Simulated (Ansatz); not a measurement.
Start from `C#COC[SiH3]` and change one atom or group to get `O[SiH2]OC[SiH3]`.

Ansatz, PBE0-D4/def2-TZVP geometries, multiplicity 1. Each molecule was computed in one conformer, which needn't be the lowest.

```csv
property,`C#COC[SiH3]`
HOMO–LUMO gap (ωB97M-V/def2-TZVPP) / eV,11.15
HOMO–LUMO gap (B3LYP/def2-TZVPP) / eV,6.88
HOMO–LUMO gap (PBE0/def2-TZVPP) / eV,7.35
LUMO energy (B3LYP/def2-TZVPP) / eV,0.11
HOMO–LUMO gap (PBE/def2-TZVPP) / eV,5.24
size of the dipole moment (PBE/def2-TZVPP) / D,1.70
```

(1) Give the same properties after the change, and the shifts. (An estimate is asked.)

Results:

(1) Computed: 
```csv
property,`O[SiH2]OC[SiH3]`,shift
HOMO–LUMO gap (ωB97M-V/def2-TZVPP) / eV,11.96,0.81
HOMO–LUMO gap (B3LYP/def2-TZVPP) / eV,7.60,0.72
HOMO–LUMO gap (PBE0/def2-TZVPP) / eV,8.07,0.72
LUMO energy (B3LYP/def2-TZVPP) / eV,0.05,-0.06
HOMO–LUMO gap (PBE/def2-TZVPP) / eV,5.82,0.58
size of the dipole moment (PBE/def2-TZVPP) / D,1.96,0.26
```

With PBE0 the HOMO falls by 0.77 eV and the LUMO falls by 0.05 eV, so the gap widens by about 0.72 eV. PBE moves the HOMO by -0.63 eV and ωB97M-V by -0.83 eV. Dipoles are sizes alone; their direction can turn.

B3LYP here is the variant with VWN-RPA as its local correlation; programs differ in this.
